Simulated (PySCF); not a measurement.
C3F6, charge +1, doublet, at a GFN2-xTB geometry (a state made from the parent by changing its charge; the spin is typed, not shown lowest). Base run: PySCF with PBE0/STO-3G.

The PySCF input:
```python
from pyscf import gto, scf, dft

mol = gto.Mole()
mol.atom = '''
    F     2.502694   -0.226202    0.717998
    C     1.434533    0.140970    0.131113
    F     1.584935    1.077599   -0.717501
    C     0.167753   -0.391974    0.444972
    F     0.074175   -1.379787    1.260963
    C    -1.152863    0.095378   -0.259624
    F    -2.196100   -0.453346    0.292505
    F    -1.237943    1.404367   -0.240176
    F    -1.027376   -0.318882   -1.524762
'''
mol.basis = 'sto-3g'
mol.charge = 1
mol.spin = 1
mol.verbose = 4
mol.build()

mf = dft.UKS(mol)
mf.xc = 'pbe0'
mf.kernel()
```

Each row names what was changed in the base input (with any setting that the change needs).

| change | ΔE vs base (mEh) | fitting functions |
|---|---|---|
| base | 0.000 | - |
| auxbasis = def2-tzvp-ri | -2.096 | 684 |
| auxbasis = def2-universal-jkfit | -2.830 | 687 |
| auxbasis = def2-svp-ri | -35.976 | 432 |
| only_dfj = on; auxbasis = def2-universal-jfit | -5.838 | 441 |
| exchange = seminumerical (SGX) (with mf = sgx.sgx_fit(mf, auxbasis='def2-universal-jfit'); with mf.with_df.dfj = True) | -5.845 | 441 |
| auxbasis = cc-pvdz-jkfit | -0.598 | 630 |
| auxbasis = cc-pvtz-ri | -2.310 | 729 |
| auxbasis = default (with mf = mf.density_fit()) | -2.830 | 687 |
| auxbasis = even-tempered beta=3.0 | -9.515 | 297 |

A fitting set is made for a task (jfit for Coulomb, jkfit for Coulomb and exchange, ri for correlation) and for a family of orbital bases.

Open shells are given as the SCF converged; they aren't shown to be the lowest states, and a large step between rows can be another state.
